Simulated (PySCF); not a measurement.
C4H12BFSi, SMILES CB(C)CC[SiH2]F, GFN2-xTB optimised geometry.

```
19

Si     0.18     0.40     0.00
F     -0.22    -0.21    -1.44
C     -0.55    -0.72     1.33
C     -0.24    -0.24     2.77
B     -0.89    -1.26     3.79
C     -2.27    -0.91     4.47
C     -0.19    -2.64     4.09
H      1.64     0.40     0.00
H     -0.40     1.74     0.00
H     -0.18    -1.74     1.21
H     -1.64    -0.78     1.21
H     -0.62     0.78     2.88
H      0.85    -0.19     2.88
H     -2.12    -0.12     5.20
H     -2.98    -0.50     3.75
H     -2.75    -1.74     4.98
H     -0.85    -3.48     3.84
H      0.74    -2.80     3.56
H      0.01    -2.74     5.16
```

Density from PBE0/def2-SVP run with PySCF at that geometry.

Minimum of the electron density along straight lines between bonded atoms, close to the bond critical point (lines longer than 1.1 times the sum of covalent radii, or with two minima, are not listed):

```csv
bond,length / Å,ρ at the minimum / e bohr⁻³,∇²ρ there / e bohr⁻⁵,position (fraction from the first atom)
Si1–F2,1.616,0.117,1.07,0.42
Si1–C3,1.894,0.116,[?],0.38
C3–C4,1.545,0.225,[?],0.51
C4–B5,1.586,0.179,[?],0.68
B5–C6,1.577,0.179,-0.14,0.32
B5–C7,1.576,0.180,-0.14,0.32
Si1–H8,1.457,0.121,0.33,0.49
Si1–H9,1.457,0.121,0.33,0.49
C3–H10,1.093,0.271,-0.96,0.62
C3–H11,1.093,0.271,-0.95,0.62
C4–H12,1.092,0.272,-0.96,0.62
C4–H13,1.092,0.271,-0.95,0.62
C6–H14,1.091,0.266,-0.92,0.62
C6–H15,1.089,0.268,-0.94,0.62
C6–H16,1.087,0.273,-0.97,0.62
C7–H17,1.090,0.267,-0.93,0.62
C7–H18,1.088,0.273,-0.97,0.62
C7–H19,1.090,0.267,-0.93,0.62
```

Fill in the missing entries.


- Si1–C3, ∇²ρ there / e bohr⁻⁵: 0.30
- C3–C4, ∇²ρ there / e bohr⁻⁵: -0.46
- C4–B5, ∇²ρ there / e bohr⁻⁵: -0.15
